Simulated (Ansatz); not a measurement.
# Abstraction of Cl: In(CH3)Cl2 + SbH2 → In(CH3)Cl + SbH2Cl

Gas-phase species: In(CH3)Cl2, singlet; SbH2 `[SbH2]`, doublet; In(CH3)Cl, doublet; SbH2Cl `[Cl][SbH2]`, singlet. A radical takes Cl: the energy is the difference in strength between the In–Cl bond broken and the Sb–Cl bond made.

Shapes, held fixed at every level: PBE0-D4/def2-TZVP. Programs: Ansatz 0.2.0. Electronic energies: no zero-point or thermal term.

```json
{"level": "HF/def2-SVP", "kind": "Hartree–Fock", "ΔE (kJ/mol)": "+100.9", "less CCSD(T)/def2-TZVPP": "+23.4"}
{"level": "SPW92/def2-TZVPP", "kind": "LDA", "ΔE (kJ/mol)": "+48.1", "less CCSD(T)/def2-TZVPP": "-29.4"}
{"level": "PBE0-D4/def2-TZVPP", "kind": "global hybrid", "ΔE (kJ/mol)": "+60.8", "less CCSD(T)/def2-TZVPP": "-16.7"}
{"level": "wB97M-V/def2-TZVPP", "kind": "range-separated hybrid", "ΔE (kJ/mol)": "+72.5", "less CCSD(T)/def2-TZVPP": "-5.0"}
{"level": "B2PLYP/def2-TZVPP", "kind": "double hybrid", "ΔE (kJ/mol)": "+62.8", "less CCSD(T)/def2-TZVPP": "-14.7"}
{"level": "CCSD/def2-SVP", "kind": "coupled cluster or CI", "ΔE (kJ/mol)": "+100.6", "less CCSD(T)/def2-TZVPP": "+23.1"}
{"level": "CCSD(T)/def2-TZVPP", "kind": "coupled cluster or CI", "ΔE (kJ/mol)": "+77.5", "less CCSD(T)/def2-TZVPP": "0.0"}
```

The highest level, CCSD(T)/def2-TZVPP, gives ΔE = +77.5 kJ/mol; the levels span +48.1 to +100.9. The column of differences is taken from that level and isn't an error. No measured value is set beside it here. Spin contamination: In(CH3)Cl (⟨S²⟩ up to 0.78). Open shells run unrestricted. For atoms past krypton def2 sets carry core potentials with scalar relativity. Outer-core shells of In, Sb are correlated, in sets that cover them unevenly.
